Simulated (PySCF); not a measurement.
# How methods differ on the excitation energy of Zn²⁺

Zn²⁺ [Ar] 3d10 (1S) → Zn²⁺ [Ar] 3d9 4p1 (high-spin determinant), as a difference of total energies. All numbers are calculated (PySCF 2.14, the non-relativistic Hamiltonian (point nucleus), in def2-TZVPPD (6s6p4d2f1g, 67 functions)). Correlated levels: valence: [Ar] frozen. The calculations carry no spin-orbit coupling.

```tsv
method	excitation energy (cm⁻¹)
UHF	128420
MP2 (valence)	148020
SCS-MP2 (valence)	146110
CCSD (valence)	143130
CCSD(T) (valence)	143690
```

A first-order spin-orbit estimate (lowest level to lowest level, LS coupling) adds -0.088 eV.

The determinant of the upper state mixes LS terms, which raises its energy above the lowest term, most at the Hartree-Fock and MP2 levels.
